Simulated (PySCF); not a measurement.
Z-matrix (Å, degrees):
```
B
S 1 1.7533
H 2 1.3511 1 100.88
S 1 1.7596 2 132.99 3 0.00
H 4 1.3414 1 98.27 2 179.99
```
Charge 0, spin multiplicity 2.

### Question
Estimate the highest occupied spin orbital, total energy and dipole moment that CAM-B3LYP-D3(BJ)/def2-TZVP (PySCF) returns for this input.

### Answer

```json
{
  "highest_occupied_spin_orbital": "-7.33 eV",
  "total_energy": "-22380.17 eV",
  "dipole_moment": "0.87 D"
}
```
